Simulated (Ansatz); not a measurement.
`[CH3][SbH][CH2]O` + `NB1C=N1` → `[NH2][SbH][CH2]O` + `CB1C=N1`  (redistribution)

Isolated molecules relaxed with PBE0-D4/def2-TZVP in Ansatz; ΔE leaves out vibrations. CCSD(T)/CBS adds triple-zeta CCSD(T) − MP2 to the extrapolated MP2 energy (def2 sets, frozen cores). Functionals use def2-TZVPP. B3LYP here is the variant with VWN-RPA as its local correlation; programs differ in this. def2 core potentials past Kr. For Sb outer-core shells are correlated without core-valence functions, which leaves a few kJ/mol of doubt a bond. One conformer a species, not always the lowest.

| level | ΔE (kJ/mol) | difference from CCSD(T)/CBS |
| --- | --- | --- |
| r2SCAN-D4 | 81.1 | 3.9 |
| ωB97X-V | 73.8 | -3.4 |
| B2PLYP | 78.1 | 0.9 |
| B3LYP | 78.3 | 1.1 |
| MP2/def2-TZVPP | 80.2 | 3.0 |
| CCSD/def2-TZVPP | 77.8 | 0.6 |
| CCSD(T)/def2-TZVPP | 79.1 | 1.9 |
| HF/def2-QZVPP | 68.0 | -9.2 |
| HF/CBS(def2) | 67.8 | -9.4 |
| MP2/CBS(def2) | 78.3 | 1.1 |
| CCSD(T)/CBS | 77.2 | 0 |

Largest T1 diagnostic among the species: 0.013.

In def2-TZVPP, CCSD(T) changes the Hartree–Fock value by +9.8 kJ/mol (the triples alone add +1.3 kJ/mol) and MP2 by +10.8 kJ/mol.
